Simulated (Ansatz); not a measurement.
Total energies of Si₅W₄ from Ansatz at PBE-D4/def2-TZVP, gas phase (1 Eh = 27.2114 eV = 2625.5 kJ/mol). The reference geometry is relaxed at PBE-D4/def2-SVP.

Cartesian coordinates in Å:
```
W 1.1610 1.9750 0.0065
W -0.5605 1.2673 -1.5308
W 1.7650 -0.1309 -1.0148
W 1.2063 0.2130 1.6592
Si -0.3118 -1.2184 -1.7316
Si -1.0145 1.2784 0.9805
Si 0.8466 -1.9196 0.3973
Si -0.9514 -1.0853 1.7031
Si -2.1407 -0.3794 -0.4693
```

| state | geometry | energy (Eh) |
| --- | --- | --- |
| charge 0 singlet | reference | -1715.44479 |
| charge 1 doublet | reference | -1715.22786 |
| charge -1 doublet | reference | -1715.51050 |
| charge 0 triplet | relaxed at PBE-D4/def2-SVP | -1715.43824 |
| charge 0 quintet | relaxed at PBE-D4/def2-SVP | -1715.42784 |

In the def2 sets W takes a core potential; there is no spin–orbit coupling.

(1) Work out the vertical ionisation energy to the doublet.

(2) Work out the vertical electron affinity, to the doublet.

(3) Give the fundamental gap IE − EA, the Mulliken electronegativity (IE + EA)/2 and the hardness (IE − EA)/2.

(4) Which of the charge 0 states is lowest, and how far above it are the others?

(1) E(charge 1 doublet) − E(charge 0 singlet) = -1715.22786 − (-1715.44479) = 0.21693 Eh = 5.90 eV. For comparison, −ε of the highest occupied level is 3.87 eV at this level, 2.03 eV less.

(2) E(charge 0 singlet) − E(charge -1 doublet) = -1715.44479 − (-1715.51050) = 0.06571 Eh = 1.79 eV. The basis lacks diffuse functions, which makes affinities too small.

(3) From the values in Eh: IE − EA = 0.21693 − 0.06571 = 0.15122 Eh = 4.11 eV; (IE + EA)/2 = 3.85 eV; (IE − EA)/2 = 2.06 eV. The HOMO–LUMO gap of the same run is 0.52 eV, 3.59 eV smaller than the fundamental gap.

(4) The singlet. triplet: -1715.43824 − (-1715.44479) = 0.00655 Eh = 17.2 kJ/mol; quintet: -1715.42784 − (-1715.44479) = 0.01695 Eh = 44.5 kJ/mol. The quintet differs in its bonds from the reference.

The restricted singlet is unstable towards broken spin symmetry in Hartree–Fock (as tested in another run); at PBE-D4/def2-TZVP this wasn't settled. At PBE-D4/def2-TZVP the charge -1 doublet is spin-contaminated (final ⟨S²⟩ up to 0.84, 0.75 for a pure state). At PBE-D4/def2-TZVP the gap within one spin of the charge -1 doublet nearly closes, so an electron or hole may be smeared out by delocalisation error.  

The structure comes from a short search, and lower isomers may exist.
